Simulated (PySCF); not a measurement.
H4O3STi, multiplicity 1. Atoms are numbered in the order given.

```xyz
9

Ti     0.3425     0.1432     0.0478
O      1.2734    -0.2103    -1.4334
H      0.9788    -0.3569    -2.3407
O      1.1509    -0.6631     1.4252
H      1.1415    -0.4086     2.3570
O      0.1178     1.8861     0.3104
H      0.3136     2.6921    -0.1818
S     -1.8086    -0.7005    -0.2048
H     -1.3681    -1.9713    -0.0288
```

The structure is a stationary point at B3LYP-D3(BJ)/def2-SVP. The multiplicity is an assumed one; no other spin state was optimised. The structure was generated by enumeration; whether it is a known compound was not checked. The values are those of a single conformer.

All values below come from TDA-PBE/def2-SVPD (PySCF).

Vertical excitations. Isolated molecule, no solvent.

```csv
state,energy (eV),λ (nm),f,main pairs
S1,3.26,381,0.002,HOMO→LUMO 90 %
S2,3.79,327,0.028,HOMO→LUMO+1 78 %
S3,4.32,287,0.001,HOMO→LUMO+2 93 %
S4,4.32,287,0.003,HOMO−1→LUMO 92 %
S5,4.53,274,0.003,"HOMO→LUMO+3 62 %, HOMO−1→LUMO+1 33 %"
S6,4.61,269,0.009,"HOMO−1→LUMO+1 55 %, HOMO→LUMO+3 21 %, HOMO→LUMO+4 16 %"
S7,4.78,259,0.005,HOMO→LUMO+4 82 %
S8,4.95,250,0.004,HOMO−2→LUMO 90 %
S9,5.12,242,0.021,HOMO→LUMO+5 98 %
S10,5.18,239,0.002,HOMO−3→LUMO 92 %
T1,3.06,405,0,HOMO→LUMO 92 %
T2,3.29,377,0,HOMO→LUMO+1 92 %
T3,3.99,311,0,"HOMO−1→LUMO 73 %, HOMO→LUMO+2 24 %"
T4,4.09,303,0,"HOMO→LUMO+2 64 %, HOMO−1→LUMO 25 %, HOMO−1→LUMO+1 10 %"
```
Triplets are in the Tamm–Dancoff approximation.
